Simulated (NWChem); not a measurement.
System: GeH$_{3}$, doublet; SMILES [GeH3]

```xyz
4

Ge     0.0000     0.0000    -0.0910
H     -0.5093    -1.3769    -0.5625
H     -0.9378     1.1295    -0.5625
H      1.4471     0.2474    -0.5625
```
Atoms are numbered in this order, from 1.

Program: NWChem. Pople sets run with spherical d functions. Spin-unrestricted. In the optimisation the excess spin sits in a (C3, its own frame). Structure relaxed at the PBE0/def2-SVP, spin-unrestricted level. No stability test was run on the SCF state. Vzz is the largest principal value of the second derivative of the potential at the nucleus (NWChem prints the opposite sign); η is the asymmetry. Non-relativistic.

| level | Vzz Ge1 (a.u.) | η Ge1 | relative time |
|---|---|---|---|
| CAM-B3LYP/6-31G* | 0.776 | 0.00 | 1 |
| CAM-B3LYP/def2-SVP | 0.746 | 0.00 | 2 |
| PBE/cc-pVTZ | 1.209 | 0.00 | 20 |
| PBE/def2-SVP | 0.749 | 0.00 | 1 |

Times are rough ratios from one shared machine.
